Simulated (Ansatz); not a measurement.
Ansatz (an electronic-structure program) input (RI-MP2/def2-QZVPP):
A basis named .json is the Basis Set Exchange file of that set.

Ansatz 0.2 input:
```yaml
crystal:
  periodic: [false, false, false]
  atoms:
    - {symbol: Pb, position_ang: [-0.00870056, 0.01049205, 0.68829151]}
    - {symbol: Cl, position_ang: [0.88299914, 1.00189484, -1.66475882]}
    - {symbol: Cl, position_ang: [-0.84103175, -1.05250355, -1.65523550]}
basis:
  gaussian:
    orbitals: def2-QZVPP.json
    fitting: {mean_field: def2-universal-jkfit, correlation: def2-QZVPP-RIFIT.json}
magnetization: {spin_polarized: true, initial_magnetization: 2}
correlation: {method: mp2, electrons: outside_noble_gas}
```

End of the output:

```
integrals: 0.24 GiB planned
507 factors; integrals over basis functions are off by at most 1.5e0 eV
599 factors; integrals over basis functions are off by at most 7.5e-1 eV
mean field: 0.82 GiB planned
mean field evaluation 1: about -30228.3500 eV, gradient 9.0e0 eV
mean field evaluation 2: about -30229.0291 eV, gradient 4.3e0 eV
mean field evaluation 4: about -30229.1707 eV, gradient 4.9e-1 eV
mean field evaluation 8: about -30227.6330 eV, gradient 6.3e0 eV
mean field evaluation 16: about -30229.1639 eV, gradient 3.0e-1 eV
mean field evaluation 32: about -30229.0729 eV, gradient 1.5e0 eV
mean field -30229.17428120 eV, -1110.9016647640 hartree, gradient 1.1e-6 eV, S^2 2.038664; 11 other end points of the search recorded, 0 dependent functions left out
19 core orbitals not correlated, not the lowest: weight in the atoms' cores, before any rotation towards them, 0.567 or more for the frozen orbitals, at most 0.458 for the correlated occupied ones
reference -30229.17428120 eV, -1110.9016647640 hartree; 10, 8 occupied and 193, 195 virtual orbitals, 599 factors
second order -12.92247940 eV of doubles, -0.00000000 eV of singles
Total energy: -30242.09676061 eV, -1111.3765571229 hartree
```

This is an excited triplet: at this geometry the singlet lies 1.35 eV lower at RI-MP2/CBS(def2-TZVPPD,def2-QZVPPD)+[CCSD(T)-MP2]/def2-TZVPPD.
